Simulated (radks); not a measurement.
Values are calculated unless marked as measured or tabulated.
Task: Numerical settings for the thulium ion Tm3+, [Xe] 4f12. Code: a radial shooting solver on a logarithmic mesh with Libxc functionals. Model: Dirac Kohn-Sham, PBE, spin-unpolarised, spherical densities, point nucleus; open shells fill j = l - 1/2 first. The defaults (mesh step 0.008 in ln r, mesh end at 40 bohr or more with all orbitals vanishing there, Anderson mixing 0.5 over 9 steps, residual threshold near 1e-9 with the energy settled to 1e-9 hartree or 1e-11 of itself, here a cap of 57 iterations) give E = -13580.5535 hartree and 4f7/2 at -35.058 eV in 15 iterations. Run on one thread of a shared host, so times are rough (Arm Neoverse N1): 0.22 s of CPU time, 0.22 s wall, 15 iterations on 2501 mesh points. One setting is changed at a time: mesh step in ln r 0.012; mesh step in ln r 0.005; mesh step in ln r 0.2; mesh end (bohr) 20; mesh end (bohr) 8; residual threshold 1e-16; residual threshold 0.1; mixing 0.2; linear mixing, mixing 0.5; linear mixing, mixing 1; mixing history 3; iteration cap 5. Which runs fail to converge, and which converge to a wrong energy?

Result: Not converged within the cap: mesh step in ln r 0.2; residual threshold 1e-16; linear mixing, mixing 1; iteration cap 5. No run marked as converged misses the energy by more than 1 mhartree.
